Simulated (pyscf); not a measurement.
Optimised with ωB97X-D3(BJ)/def2-SVP in PySCF. MP2 and CC: frozen core, UHF for open shells. ΔMP2 is the change of the MP2 total energy from the triple- to the quadruple-zeta basis.

Task: PBE/def2-TZVP puts the barrier of [HGa–AsH₂]• (SMILES [GaH][AsH2]) -> H₂Ga–AsH• (SMILES [GaH2][AsH]) (hydrogen shift; doublet surface; As–H broken, Ga–H formed) at 0.90 eV and the reaction energy at +0.01 eV, from the reactant's lowest minimum found. What do B3LYP-D3(BJ)/def2-TZVP, M06-2X/def2-TZVP, CCSD(T)/def2-TZVPP + ΔMP2(QZVPP) give on the same structures?

Result: B3LYP-D3(BJ): ΔE‡ = 1.09 eV, ΔE = -0.04 eV; M06-2X: ΔE‡ = 1.11 eV, ΔE = -0.13 eV; CCSD(T): ΔE‡ = 1.02 eV, ΔE = -0.15 eV. PBE's barrier lies under all of them, by 0.12 to 0.21 eV. Its reaction energy lies over all of them, by 0.05 to 0.16 eV. Low barriers are usual for a GGA, whose delocalisation error favours stretched bonds. This is the saddle that the search found; another between the same sides may lie lower. The CCSD(T) − MP2 part came from Ansatz, without density fitting, on the same reference. The frozen core leaves the outer d or s,p core shells of the metals and heavy elements correlated in the MP2 and CC values, and def2-TZVPP describes them poorly, which can shift differences by a few kcal/mol. Elements up to Kr have no core potential and no relativistic terms here.
